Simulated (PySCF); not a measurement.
Si(H)(Me)2(OH) (C2H8OSi), SMILES C[SiH](O)C. Heavy atoms are numbered as in [SiH:1]([CH3:2])([CH3:3])[OH:4]. Hydrogens are named by the atom that carries them.

Geometry optimised at B3LYP-D3(BJ)/def2-SVP. The values are those of a single conformer.

Computed with PySCF with PBE/pcSseg-1.

GIAO shieldings, no solvent; atoms alike by connectivity are averaged. δ = σ(ref) − σ: ²⁹Si against TMS (σ = 335.4 ppm); ¹³C against TMS (σ = 182.0 ppm); ¹⁷O against H2O (σ = 334.3 ppm); ¹H against TMS (σ = 31.49 ppm), references at their B3LYP-D3(BJ)/def2-TZVP geometries, non-relativistic.

```json
[
 {"nucleus": "²⁹Si", "atoms": "Si1 (SiH)", "count": "1", "δ (ppm)": "10.0"},
 {"nucleus": "¹³C", "atoms": "C2 (CH3)", "count": "2", "δ (ppm)": "4.2"},
 {"nucleus": "¹⁷O", "atoms": "O4 (OH)", "count": "1", "δ (ppm)": "45.5"},
 {"nucleus": "¹H", "atoms": "H on Si1", "count": "1", "δ (ppm)": "5.29"},
 {"nucleus": "¹H", "atoms": "H on O4", "count": "1", "δ (ppm)": "0.60"},
 {"nucleus": "¹H", "atoms": "H on C2", "count": "6", "δ (ppm)": "0.44"}
]
```
